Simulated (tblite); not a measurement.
C6H11FGeO.
Numbering: `[CH3:1][C:2](=[O:3])/[CH:4]=[CH:5]/[Ge@H:6]([CH3:7])[CH2:8][F:9]` (hydrogens: H10, H11, H12 on C1; H13 on C4; H14 on C5; H15 on Ge6; H16, H17, H18 on C7; H19, H20 on C8)

Computed with GFN2-xTB (tblite), gas phase: L-BFGS steps from a force-field or distance-geometry start until the largest atomic force falls under 0.01 eV/Å.

Step 133: E = -792.2673 eV
```
atom  x, y, z in Å  |  force x, y, z in eV/Å
C1      3.8476   -0.2803   -0.4322   -0.002  -0.023   0.008
C2      2.6140    0.5589   -0.6512    0.006  -0.037   0.008
O3      2.6352    1.6443   -1.1828    0.020   0.039  -0.028
C4      1.3659   -0.0643   -0.1571   -0.011  -0.011  -0.013
C5      0.1738    0.5032   -0.3303    0.001  -0.019   0.027
Ge6    -1.5031   -0.2766    0.3125    0.009  -0.006  -0.023
C7     -2.5272   -1.1574   -1.1280   -0.018  -0.004   0.000
C8     -2.5854    1.1825    1.1487   -0.011  -0.004  -0.005
F9     -3.7659    0.6374    1.6098    0.003   0.012   0.000
H10     3.9564   -0.4926    0.6300    0.009  -0.003  -0.013
H11     3.7344   -1.2286   -0.9567    0.014   0.026   0.017
H12     4.7326    0.2347   -0.7947   -0.009   0.010  -0.013
H13     1.4580   -1.0162    0.3486    0.021   0.016   0.012
H14     0.1474    1.4510   -0.8570    0.001  -0.023   0.010
H15    -1.1679   -1.2984    1.3768    0.003   0.018   0.016
H16    -3.4937   -1.4780   -0.7493   -0.012  -0.006  -0.001
H17    -1.9899   -2.0314   -1.4883   -0.021   0.023  -0.017
H18    -2.6928   -0.4832   -1.9645    0.019   0.009   0.013
H19    -2.8560    1.9656    0.4354   -0.001  -0.014   0.012
H20    -2.0886    1.6401    2.0075   -0.023  -0.003  -0.011
```

Step 134: E = -792.2677 eV
```
atom  x, y, z in Å  |  force x, y, z in eV/Å
C1      3.8489   -0.2770   -0.4276    0.008  -0.019   0.020
C2      2.6139    0.5576   -0.6530   -0.002   0.019  -0.024
O3      2.6315    1.6389   -1.1954    0.026  -0.023   0.008
C4      1.3672   -0.0653   -0.1554    0.006  -0.014  -0.015
C5      0.1752    0.5004   -0.3327   -0.017  -0.005   0.031
Ge6    -1.5023   -0.2784    0.3101    0.004   0.003  -0.036
C7     -2.5314   -1.1537   -1.1298   -0.021  -0.010  -0.005
C8     -2.5833    1.1798    1.1498   -0.013  -0.007   0.001
F9     -3.7621    0.6352    1.6158    0.002   0.003  -0.003
H10     3.9598   -0.4814    0.6364    0.007   0.008  -0.026
H11     3.7353   -1.2295   -0.9437    0.018   0.016   0.009
H12     4.7327    0.2361   -0.7963   -0.010   0.007  -0.007
H13     1.4605   -1.0153    0.3533    0.020   0.012   0.014
H14     0.1516    1.4475   -0.8614   -0.010  -0.028   0.008
H15    -1.1677   -1.3042    1.3697    0.006   0.014   0.026
H16    -3.4975   -1.4722   -0.7482   -0.012  -0.004  -0.004
H17    -1.9983   -2.0288   -1.4932   -0.017   0.020  -0.015
H18    -2.6979   -0.4789   -1.9656    0.019   0.013   0.016
H19    -2.8573    1.9627    0.4379    0.001  -0.009   0.004
H20    -2.0840    1.6372    2.0065   -0.014   0.005  -0.002
```

Step 135: E = -792.2681 eV
```
atom  x, y, z in Å  |  force x, y, z in eV/Å
C1      3.8511   -0.2740   -0.4228    0.007  -0.016   0.004
C2      2.6143    0.5561   -0.6549    0.007   0.019  -0.024
O3      2.6307    1.6340   -1.2041    0.024  -0.023   0.010
C4      1.3683   -0.0669   -0.1563    0.002  -0.019  -0.006
C5      0.1759    0.4969   -0.3377   -0.009   0.016   0.027
Ge6    -1.5017   -0.2802    0.3082    0.000   0.018  -0.035
C7     -2.5364   -1.1500   -1.1299   -0.010  -0.010  -0.018
C8     -2.5831    1.1768    1.1509   -0.003  -0.010   0.008
F9     -3.7603    0.6336    1.6208   -0.009  -0.015  -0.005
H10     3.9631   -0.4741    0.6412    0.005   0.015  -0.007
H11     3.7398   -1.2292   -0.9336    0.015   0.001  -0.003
H12     4.7335    0.2386   -0.7953   -0.005   0.011  -0.004
H13     1.4638   -1.0141    0.3575    0.013   0.018   0.008
H14     0.1551    1.4427   -0.8706   -0.022  -0.054   0.021
H15    -1.1659   -1.3077    1.3652    0.008   0.012   0.030
H16    -3.5016   -1.4676   -0.7465   -0.027  -0.004  -0.001
H17    -2.0071   -2.0251   -1.4979   -0.008   0.007  -0.014
H18    -2.7024   -0.4733   -1.9640    0.010   0.020   0.015
H19    -2.8593    1.9595    0.4408    0.001   0.004  -0.016
H20    -2.0829    1.6347    2.0064    0.003   0.011   0.009
```

Step 136: E = -792.2686 eV
```
atom  x, y, z in Å  |  force x, y, z in eV/Å
C1      3.8546   -0.2700   -0.4131    0.006  -0.004  -0.002
C2      2.6168    0.5551   -0.6592    0.012   0.035  -0.037
O3      2.6339    1.6278   -1.2193    0.016  -0.053   0.029
C4      1.3704   -0.0672   -0.1606   -0.007  -0.004   0.000
C5      0.1768    0.4926   -0.3480    0.009   0.015   0.025
Ge6    -1.5000   -0.2831    0.3021   -0.017   0.020  -0.018
C7     -2.5473   -1.1448   -1.1316   -0.006  -0.010  -0.018
C8     -2.5798    1.1710    1.1544   -0.001  -0.003   0.009
F9     -3.7533    0.6268    1.6318   -0.011  -0.030  -0.012
H10     3.9658   -0.4561    0.6538    0.004   0.023  -0.014
H11     3.7459   -1.2317   -0.9110    0.013  -0.009  -0.008
H12     4.7358    0.2397   -0.7926   -0.003   0.008   0.007
H13     1.4679   -1.0095    0.3616    0.009   0.011   0.009
H14     0.1565    1.4344   -0.8879   -0.031  -0.052   0.020
H15    -1.1607   -1.3141    1.3551    0.007   0.016   0.026
H16    -3.5120   -1.4587   -0.7433   -0.019   0.004  -0.008
H17    -2.0248   -2.0208   -1.5059   -0.002  -0.007  -0.012
H18    -2.7125   -0.4650   -1.9633   -0.003   0.025   0.014
H19    -2.8620    1.9542    0.4472    0.001   0.003  -0.025
H20    -2.0772    1.6302    2.0072    0.021   0.013   0.017
```

Question: Estimate the geometry and energy of step 137. (The exact step hangs on the optimiser's Hessian estimate; all steps are aligned on step 136, rigid shifts and turns removed.)

Answer: E = -792.2691 eV, largest force 0.053 eV/Å
```
atom  x, y, z in Å  |  force x, y, z in eV/Å
C1      3.8578   -0.2661   -0.4048    0.007   0.003  -0.016
C2      2.6194    0.5541   -0.6637    0.013   0.010  -0.028
O3      2.6384    1.6222   -1.2317   -0.001  -0.032   0.020
C4      1.3724   -0.0682   -0.1655   -0.006  -0.001   0.012
C5      0.1773    0.4867   -0.3574    0.014   0.013   0.020
Ge6    -1.4991   -0.2863    0.2978   -0.023   0.013   0.010
C7     -2.5569   -1.1397   -1.1326    0.002  -0.001  -0.017
C8     -2.5771    1.1657    1.1580    0.005   0.012   0.011
F9     -3.7477    0.6209    1.6413   -0.011  -0.041  -0.019
H10     3.9676   -0.4385    0.6643    0.007   0.024  -0.008
H11     3.7520   -1.2339   -0.8909    0.013  -0.016  -0.011
H12     4.7377    0.2414   -0.7903    0.001   0.003   0.015
H13     1.4724   -1.0056    0.3646    0.007   0.003   0.011
H14     0.1560    1.4232   -0.9054   -0.038  -0.034   0.015
H15    -1.1578   -1.3202    1.3486    0.007   0.022   0.018
H16    -3.5216   -1.4512   -0.7421   -0.014   0.012  -0.013
H17    -2.0399   -2.0157   -1.5133    0.003  -0.020  -0.015
H18    -2.7193   -0.4543   -1.9602   -0.019   0.022   0.010
H19    -2.8635    1.9485    0.4523   -0.002   0.004  -0.032
H20    -2.0732    1.6276    2.0085    0.034   0.005   0.017
```

The energy changes by -0.0005 eV. The first-order estimate −F·Δx gives -0.0008 eV and the mean of the old and new forces, exact on a quadratic surface, -0.0006 eV. The step makes an angle of 84° with the force vector and moves no atom by more than 0.021 Å.

The cost below is that of the whole relaxation. On Arm Neoverse N1, one thread, shared host with 64 logical CPUs at a one-minute load of 62, this took 2.5 s.
